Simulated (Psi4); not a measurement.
HCl3OZr, charge -1, doublet, at the geometry of the source list (the multiplicity is a formal guess) (core potentials on Zr) (a gas-phase anion, which may not be bound at this level).

Here is a job for Psi4.
```
memory 2 GB

molecule mol {
-1 2
  Zr    0.257200   -0.080600   -0.012700
  Cl    2.118100    0.967600   -0.762600
  Cl    0.947900   -0.886800    1.988100
  Cl    0.233500   -1.956500   -1.279100
  O    -1.323900    0.824000    0.013400
  H    -2.232800    1.132300    0.052700
}

set basis def2-sv(p)
set reference uks

energy('b3lyp')
print_variables()
```

Question: What does this run give for the total energy, <S^2>, nuclear repulsion energy, number of basis functions?

Answer: 
```json
{
 "total_energy": "-1503.2931 Eh",
 "<S^2>": "0.751",
 "nuclear_repulsion_energy": "376.5465 Eh",
 "number_of_basis_functions": "94"
}
```

A gas-phase anion may not be bound at this level; its values then depend on the basis.

These values belong to the state on which the SCF converged, which isn't shown to be the lowest.
